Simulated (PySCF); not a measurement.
PySCF input for (E)-1-bromo-2-chloro-1-fluoroethene (C₂HBrClF), SMILES F/C(Br)=C\Cl, TDDFT-LC-ωPBE/def2-SVPD. The structure is a stationary point at ωB97X-D3(BJ)/def2-SVP.

```python
import numpy as np
from pyscf import gto, scf, dft, tdscf

mol = gto.M(
    atom='''
    F    -1.56065033    0.37306791    0.00000000
    C    -0.26186981    0.13887348    0.00000000
    Br    0.17974683   -1.67809521    0.00000000
    C     0.65526017    1.10500855    0.00000000
    Cl    0.21609728    2.76688056    0.00000000
    H     1.72071793    0.87545929    0.00000000
    ''',
    basis='def2-SVPD',
    charge=0,
    spin=0,
    symmetry=True,
    max_memory=1600,
    verbose=4,
)
mf = dft.RKS(mol, xc='lc_wpbe').density_fit(auxbasis='def2-universal-jkfit')
mf.grids.level = 3
mf.conv_tol = 1e-9
mf.max_cycle = 100
mf.kernel()
mf.grids = dft.Grids(mol).set(level=1).build(with_non0tab=True)  # coarser grid for the response kernel
td = tdscf.TDDFT(mf)
td.singlet = True
td.nstates = 10
td.conv_tol = 1e-4
td.positive_eig_threshold = 1e-6
td.kernel(x0=td.get_init_guess(mf, 15))
td.analyze()
tt = tdscf.TDA(mf)
tt.singlet = False
tt.nstates = 4
tt.conv_tol = 1e-4
tt.positive_eig_threshold = 1e-6
tt.kernel(x0=tt.get_init_guess(mf, 9))
tt.analyze(verbose=3)
```

Log of the run:

```
PySCF version 2.14.0

[INPUT] verbose = 4
[INPUT] num. atoms = 6
[INPUT] num. electrons = 74
[INPUT] charge = 0
[INPUT] spin (= nelec alpha-beta = 2S) = 0
[INPUT] symmetry True subgroup None
[INPUT] Mole.unit = angstrom
[INPUT] Symbol           X                Y                Z      unit          X                Y                Z       unit  Magmom
[INPUT]  1 F     -1.560650330000   0.373067910000   0.000000000000 AA   -2.949201699912   0.704996175764   0.000000000000 Bohr   0.0
[INPUT]  2 C     -0.261869810000   0.138873480000   0.000000000000 AA   -0.494862221192   0.262432843165   0.000000000000 Bohr   0.0
[INPUT]  3 Br     0.179746830000  -1.678095210000   0.000000000000 AA    0.339672280459  -3.171140357844   0.000000000000 Bohr   0.0
[INPUT]  4 C      0.655260170000   1.105008550000   0.000000000000 AA    1.238262261636   2.088163524803   0.000000000000 Bohr   0.0
[INPUT]  5 Cl     0.216097280000   2.766880560000   0.000000000000 AA    0.408364675463   5.228646477783   0.000000000000 Bohr   0.0
[INPUT]  6 H      1.720717930000   0.875459290000   0.000000000000 AA    3.251685625329   1.654378291306   0.000000000000 Bohr   0.0

nuclear repulsion = 374.335242080537
point group symmetry = Cs
symmetry origin: [-1.78757883e-09 -4.34126277e-09  0.00000000e+00]
symmetry axis x: [ 1.00000000e+00 -1.26737039e-09  0.00000000e+00]
symmetry axis y: [1.26737039e-09 1.00000000e+00 0.00000000e+00]
symmetry axis z: [0. 0. 1.]
num. orbitals of irrep A' = 97
num. orbitals of irrep A" = 42
number of shells = 55
number of NR pGTOs = 231
number of NR cGTOs = 139
basis = def2-SVPD
ecp = {}


[settings echo left out]
init E= -3209.48775830819
HOMO (A") = -0.249200809451354  LUMO (A') = -0.0108628745588293  gap/eV = 6.48551
cycle= 1 E= -3209.70815958605  delta_E= -0.22  |g|= 0.643  |ddm|= 3.62
HOMO (A") = -0.410860492090643  LUMO (A") = -0.040124368969507  gap/eV = 10.08824
cycle= 2 E= -3209.71710834983  delta_E= -0.00895  |g|= 0.681  |ddm|= 2.32
HOMO (A") = -0.375014203037168  LUMO (A') = 0.0426788197674783  gap/eV = 11.36601
cycle= 3 E= -3209.80833746244  delta_E= -0.0912  |g|= 0.0662  |ddm|= 0.993
HOMO (A") = -0.369514507034859  LUMO (A') = 0.0480372877326056  gap/eV = 11.36216
cycle= 4 E= -3209.80916946313  delta_E= -0.000832  |g|= 0.0284  |ddm|= 0.123
HOMO (A") = -0.371687833417595  LUMO (A') = 0.0483940686539324  gap/eV = 11.43101
cycle= 5 E= -3209.80937549093  delta_E= -0.000206  |g|= 0.00804  |ddm|= 0.0537
HOMO (A") = -0.371418627695453  LUMO (A') = 0.0486847700629802  gap/eV = 11.43160
cycle= 6 E= -3209.80939720154  delta_E= -2.17e-05  |g|= 0.00286  |ddm|= 0.0244
HOMO (A") = -0.371456363610257  LUMO (A') = 0.0486485368694076  gap/eV = 11.43164
cycle= 7 E= -3209.80940017281  delta_E= -2.97e-06  |g|= 0.000982  |ddm|= 0.00725
HOMO (A") = -0.371508322185397  LUMO (A') = 0.0486563963693891  gap/eV = 11.43326
cycle= 8 E= -3209.80940058418  delta_E= -4.11e-07  |g|= 0.000342  |ddm|= 0.00331
HOMO (A") = -0.371498897478833  LUMO (A') = 0.0486543654595968  gap/eV = 11.43295
cycle= 9 E= -3209.80940062975  delta_E= -4.56e-08  |g|= 0.000123  |ddm|= 0.000834
HOMO (A") = -0.371504696352682  LUMO (A') = 0.0486583798232525  gap/eV = 11.43322
cycle= 10 E= -3209.80940063531  delta_E= -5.55e-09  |g|= 2.02e-05  |ddm|= 0.000362
HOMO (A") = -0.371502856980871  LUMO (A') = 0.0486590116204848  gap/eV = 11.43319
cycle= 11 E= -3209.80940063557  delta_E= -2.63e-10  |g|= 7.85e-06  |ddm|= 6.99e-05
HOMO (A") = -0.371504269314342  LUMO (A') = 0.0486589147378531  gap/eV = 11.43322
Extra cycle  E= -3209.8094006356  delta_E= -2.73e-11  |g|= 5.36e-06  |ddm|= 2.97e-05
converged SCF energy = -3209.8094006356
tot grids = 31784
Overwritten attributes  positive_eig_threshold  of <class 'pyscf.tdscf.rks.TDDFT'>


******** <class 'pyscf.tdscf.rks.TDDFT'> for <class 'pyscf.df.df_jk.DFSymAdaptedRKS'> ********
nstates = 10 singlet
deg_eia_thresh = 1.000e-03
wfnsym = None
conv_tol = 0.0001
eigh lindep = 1e-12
eigh level_shift = 0
eigh max_cycle = 100


Excitation energies (eV)
[5.6756435  6.68591882 6.94324357 7.01729162 7.49800478 7.94384548
 8.05006547 8.10445653 8.15602934 8.69070942]

** Singlet excitation energies and oscillator strengths **
Excited State   1:   A"      5.67564 eV    218.45 nm  f=0.0000
      34 -> 38       -0.10824
      37 -> 38        0.61294
      37 -> 40       -0.14561
      37 -> 43       -0.20865
Excited State   2:   A'      6.68592 eV    185.44 nm  f=0.4214
      36 -> 38        0.10691
      37 -> 39        0.68875
Excited State   3:   A"      6.94324 eV    178.57 nm  f=0.0001
      34 -> 38        0.29316
      37 -> 40       -0.29238
      37 -> 41       -0.34102
      37 -> 43        0.25721
      37 -> 45        0.16742
      37 -> 47        0.21615
      37 -> 48        0.13949
Excited State   4:   A'      7.01729 eV    176.68 nm  f=0.0230
      36 -> 38        0.61328
      36 -> 43       -0.28163
      37 -> 39       -0.10951
Excited State   5:   A"      7.49800 eV    165.36 nm  f=0.0078
      37 -> 40        0.53542
      37 -> 41       -0.36456
      37 -> 42        0.17170
Excited State   6:   A"      7.94385 eV    156.08 nm  f=0.0002
      35 -> 39        0.30713
      36 -> 39       -0.62156
Excited State   7:   A"      8.05007 eV    154.02 nm  f=0.0000
      34 -> 38        0.17775
      35 -> 39       -0.56676
      36 -> 39       -0.30444
Excited State   8:   A'      8.10446 eV    152.98 nm  f=0.0069
      35 -> 38        0.41650
      35 -> 40       -0.21631
      35 -> 41       -0.39256
      35 -> 42        0.16503
      35 -> 45        0.11357
      35 -> 47        0.16694
      35 -> 48        0.12268
Excited State   9:   A"      8.15603 eV    152.02 nm  f=0.0003
      33 -> 38       -0.19112
      34 -> 38       -0.46045
      34 -> 43        0.23582
      35 -> 39       -0.23412
      37 -> 41       -0.17759
      37 -> 43        0.17294
Excited State  10:   A'      8.69071 eV    142.66 nm  f=0.0220
      32 -> 38        0.11949
      34 -> 39        0.65633
      37 -> 44        0.15491

** Transition electric dipole moments (AU) **
state          X           Y           Z        Dip. S.      Osc.
  1        -0.0000     -0.0000     -0.0049      0.0000      0.0000
  2        -0.4270     -1.5460     -0.0000      2.5726      0.4214
  3        -0.0000     -0.0000      0.0286      0.0008      0.0001
  4         0.0745      0.3580      0.0000      0.1337      0.0230
  5         0.0000      0.0000     -0.2055      0.0422      0.0078
  6         0.0000      0.0000      0.0324      0.0010      0.0002
  7        -0.0000     -0.0000      0.0139      0.0002      0.0000
  8        -0.0944     -0.1602     -0.0000      0.0346      0.0069
  9        -0.0000     -0.0000      0.0407      0.0017      0.0003
 10        -0.1440     -0.2876     -0.0000      0.1034      0.0220

** Transition velocity dipole moments (imaginary part, AU) **
state          X           Y           Z        Dip. S.      Osc.
  1         0.0000      0.0000     -0.0068      0.0000      0.0001
  2        -0.0991     -0.3768     -0.0000      0.1518      0.4118
  3         0.0000      0.0000      0.0223      0.0005      0.0013
  4         0.0243      0.0942     -0.0000      0.0095      0.0245
  5         0.0000      0.0000     -0.0470      0.0022      0.0053
  6        -0.0000     -0.0000      0.0109      0.0001      0.0003
  7        -0.0000      0.0000      0.0004      0.0000      0.0000
  8        -0.0328     -0.0486      0.0000      0.0034      0.0077
  9        -0.0000     -0.0000      0.0130      0.0002      0.0004
 10        -0.0441     -0.0904      0.0000      0.0101      0.0211

** Transition magnetic dipole moments (imaginary part, AU) **
state          X           Y           Z
  1         0.2170     -0.0531     -0.0000
  2        -0.0000      0.0000      0.0709
  3        -0.2613     -0.2728     -0.0000
  4        -0.0000     -0.0000      0.6391
  5        -0.1905      0.3332     -0.0000
  6        -0.1768      0.5505      0.0000
  7         0.0137     -0.4110     -0.0000
  8         0.0000     -0.0000      0.0396
  9         0.3497     -0.2022     -0.0000
 10        -0.0000      0.0000      0.3958
Overwritten attributes  positive_eig_threshold  of <class 'pyscf.tdscf.rks.TDA'>


******** <class 'pyscf.tdscf.rks.TDA'> for <class 'pyscf.df.df_jk.DFSymAdaptedRKS'> ********
nstates = 4 triplet
deg_eia_thresh = 1.000e-03
wfnsym = None
conv_tol = 0.0001
eigh lindep = 1e-12
eigh level_shift = 0
eigh max_cycle = 100


Excitation energies (eV)
[3.87383555 5.08483352 6.13368328 6.31083636]

** Triplet excitation energies and oscillator strengths **
Excited State   1:   A'      3.87384 eV    320.06 nm  f=0.0000
Excited State   2:   A"      5.08483 eV    243.83 nm  f=0.0000
Excited State   3:   A'      6.13368 eV    202.14 nm  f=0.0000
Excited State   4:   A"      6.31084 eV    196.46 nm  f=0.0000
```

The calculation finished and met its thresholds.
